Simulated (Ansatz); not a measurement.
A nudged elastic band was laid between two geometries of GeH3 + H2S (7 atoms, charge 0, multiplicity 2).

Method: Ansatz, UKS BHLYP/def2-mTZVP.

- movable images: 7
- climbing image: yes
- spring: 5.0 eV/Å²
- optimiser: quadratic models (default)
- start path: through a guess of the saddle point
- force threshold: 0.05 eV/Å
- iteration limit: 60
- end points: relaxed

Image 0:

```xyz
7
Properties=species:S:1:pos:R:3
H -0.932 -1.126 -0.996
S -1.344 -1.999 -1.928
Ge 0.443 1.054 1.161
H -0.166 -1.990 -2.568
H 0.063 2.475 0.730
H -0.014 0.771 2.596
H 1.949 0.815 1.005
```

Image 8:

```xyz
7
Properties=species:S:1:pos:R:3
H -0.394 -0.184 -0.015
S -1.380 -2.082 -2.038
Ge 0.303 0.809 0.918
H -0.136 -1.953 -2.538
H -0.067 2.234 0.508
H -0.144 0.553 2.356
H 1.816 0.622 0.810
```

What changes between the two ends?

Bonds broken: H1–S2. Bonds formed: H1–Ge3. GeH3 + H2S becomes GeH4 + HS.

Give the energies along the band, and the barrier.

It converged. The highest image is number 5 of 0 to 8, 27.2 kJ/mol above the first end and 26.5 kJ/mol above the last; the last end lies 0.7 kJ/mol above the first. A vibrational analysis at the climbing image gives one clearly imaginary mode, 1177i cm⁻¹, and a faint second one (32i cm⁻¹) that may be numerical noise or a soft torsion: probably a first-order saddle point.

| image | path coordinate (Å) | energy (kJ/mol) | H1–S2 (Å) | H1–Ge3 (Å) |
| --- | --- | --- | --- | --- |
| 0 | 0.00 | 0.0 | 1.34 | 3.36 |
| 1 | 0.38 | 0.3 | 1.34 | 3.13 |
| 2 | 0.77 | 1.7 | 1.35 | 2.85 |
| 3 | 1.15 | 5.6 | 1.35 | 2.54 |
| 4 | 1.53 | 13.9 | 1.38 | 2.23 |
| 5 | 1.92 | 27.2 | 1.58 | 1.80 |
| 6 | 2.37 | 6.2 | 2.19 | 1.54 |
| 7 | 2.83 | 1.4 | 2.62 | 1.53 |
| 8 | 3.29 | 0.7 | 2.94 | 1.53 |

What is the geometry of the highest image?


```xyz
7
Properties=species:S:1:pos:R:3
H -0.529 -0.484 -0.383
S -1.153 -1.531 -1.390
Ge 0.268 0.674 0.741
H 0.003 -1.558 -2.074
H -0.130 2.090 0.326
H -0.239 0.338 2.144
H 1.781 0.471 0.635
```

Run time: 52 s on 2 threads of AMD EPYC 9R45 96-Core Processor (Zen 5), on a shared host, peak memory 0.24 GiB.
